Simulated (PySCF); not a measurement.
3-ethylphenol, C₈H₁₀O.
InChI=1S/C8H10O/c1-2-7-4-3-5-8(9)6-7/h3-6,9H,2H2,1H3

Computed, not measured: TDDFT CAM-B3LYP/def2-SVPD, vertical, gas phase, core orbitals frozen in the response (PySCF 2.14.0, density-fitted response routines). Isolated species at its PBE0-D3(BJ)/def2-SVP geometry (one conformer only). Torsions of this conformer, `[CH3:1][CH2:2][c:3]1[cH:4][cH:5][cH:6][c:7]([OH:8])[cH:9]1`: C1–C2–C3–C4 -87°, H–O8–C7–C6 0°.

Computed states:

```tsv
state	E (eV)	f
S1	5.15	0.033
S2	5.90	0.019
S3	5.96	0.0002
S4	6.72	0.114
S5	6.78	0.458
S6	6.82	0.551
S7	6.94	0.036
S8	7.17	0.0032
S9	7.47	0.0089
S10	7.55	0.023
```

Broadening: Gaussians 0.5 eV wide at half height, area fixed by f = 4.319×10⁻⁹ ∫ε dν̃. The width is an assumption, not a result. The curve ends short of the highest state used, and states not computed would add to its high-energy end.

(1) What does the envelope look like, and where are its maxima?

(2) Coming from long wavelengths, where does ε first pass 100 L mol⁻¹ cm⁻¹?

(3) On this curve, what absorbance would a 10⁻⁵ mol/L sample give at 193 nm over a 1 cm path?

Results:

(1) 
| λ (nm) | ε (L mol⁻¹ cm⁻¹) |
| --- | --- |
| 178.5 | 48741 |
| 180.4 | 57964 |
| 182.3 | 61506 |
| 184.1 | 58905 |
| 186.0 | 50980 |
| 187.9 | 40099 |
| 189.8 | 28836 |
| 191.6 | 19531 |
| 193.5 | 12011 |
| 195.4 | 6910 |
| 197.3 | 3802 |
| 199.2 | 2106 |
| 201.0 | 1327 |
| 202.9 | 1004 |
| 204.8 | 940 |
| 206.7 | 975 |
| 208.5 | 1017 |
| 210.4 | 1027 |
| 212.3 | 987 |
| 214.2 | 904 |
| 216.0 | 803 |
| 217.9 | 693 |
| 219.8 | 606 |
| 221.7 | 560 |
| 223.6 | 567 |
| 225.4 | 629 |
| 227.3 | 748 |
| 229.2 | 913 |
| 231.1 | 1107 |
| 232.9 | 1298 |
| 234.8 | 1485 |
| 236.7 | 1636 |
| 238.6 | 1737 |
| 240.5 | 1775 |
| 242.3 | 1753 |
| 244.2 | 1671 |
| 246.1 | 1542 |
| 248.0 | 1377 |
| 249.8 | 1203 |
| 251.7 | 1014 |
| 253.6 | 831 |
| 255.5 | 663 |
| 257.4 | 516 |
| 259.2 | 398 |
| 261.1 | 296 |
| 263.0 | 215 |
| 264.9 | 153 |
| 266.7 | 109 |
| 268.6 | 75 |
| 270.5 | 50 |
| 272.4 | 33 |
| 274.2 | 22 |
| 276.1 | 14 |
| 278.0 | 9 |
| 279.9 | 6 |
| 281.8 | 3 |

Maxima: 241 nm (5.15 eV), ε about 1800, made up of S1 (100%); 210 nm (5.91 eV), ε about 1000, made up of S2 (98%); 182 nm (6.80 eV), ε about 62000, made up of S5 (40%) and S6 (48%) (ε in L mol⁻¹ cm⁻¹; maxima over ε = 5, shares over 10%).

(2) At about 267 nm (4.64 eV), 0.51 eV below S1.

(3) 193 nm is 6.424 eV, where ε is about 14000 L mol⁻¹ cm⁻¹, so A = ε c l ≈ 0.14 (Beer–Lambert, with the gas-phase spectrum and the assumed width).

All these states lie below the vertical ionisation energy of 8.35 eV (ΔSCF).

On one thread of an Arm Neoverse V1, on a shared host, this took 4.2 min of wall time.
